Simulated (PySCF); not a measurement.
## Radial density of Cs⁺ (caesium, charge +1)

wB97X, [Xe], closed-shell 1S. Calculation: PySCF 2.14, in aug-cc-pVDZ-X2C (8s7p5d, 54 functions); scalar relativity by spin-free X2C-1e.

```
r (bohr)  4πr²ρ (e/bohr)
  0.0183           72.59
  0.0308           63.23
  0.0518           74.27
  0.0872           92.62
   0.147           67.03
   0.247           78.60
   0.415           30.15
   0.698           30.97
    1.17           9.992
    1.97           5.019
    3.32          0.7732
    5.58        0.008127
```

Densities and radii are taken from the X2C orbitals without a picture-change correction, which distorts them close to the nucleus.

Spin-orbit coupling, which splits the p, d and f shells strongly at this Z, is absent.
